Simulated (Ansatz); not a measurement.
Basis sets compared for Cu₅H₆ (the lowest doublet isomer of a short search). Charge 0, multiplicity 2. Geometry r2SCAN-D4/def2-SVP. Ansatz on 4 threads of AMD EPYC 7B13 on a shared host; times are rough, and most runs start from earlier orbitals.

Cartesian coordinates in Å:
```
Cu -1.337 -0.904 -1.812
Cu -0.323 1.060 -1.084
Cu 0.945 1.698 0.780
Cu 0.914 -0.386 1.828
Cu -0.332 -1.514 0.197
H 1.562 1.081 2.164
H -1.283 0.585 -2.381
H -1.255 -2.270 -0.989
H 0.306 2.481 -0.464
H 0.548 0.012 0.035
H 0.255 -1.844 1.726
```

No other spin state of charge 0 was run. Another isomer (doublet) lies 0.15 eV lower at PBE0-D4/def2-TZVP; other spin states weren't run for this one.

Binding counts from free atoms (Cu doublet, H doublet) in the same basis, without a counterpoise term.

```json
{"level": "PBE-D4/def2-SVP", "functions": "185", "energy (Eh)": "-8203.8794", "HOMO (eV)": "-4.51", "LUMO (eV)": "-4.19", "binding per atom (eV)": "2.51", "wall time": "6 s"}
{"level": "PBE0-D4/def2-SVP", "functions": "185", "energy (Eh)": "-8203.8756", "HOMO (eV)": "-5.73", "LUMO (eV)": "-3.70", "binding per atom (eV)": "2.30", "wall time": "11 s"}
```

Task: Estimate the rows for PBE-D4/def2-TZVP (with forces), PBE0-D4/def2-TZVP.

Result: 
```csv
level,functions,energy (Eh),HOMO (eV),LUMO (eV),binding per atom (eV),wall time
PBE-D4/def2-TZVP (with forces),261,-8205.1349,-4.85,-4.52,2.26,9.5 s
PBE0-D4/def2-TZVP,261,-8205.0839,-6.00,-3.97,2.12,19 s
```
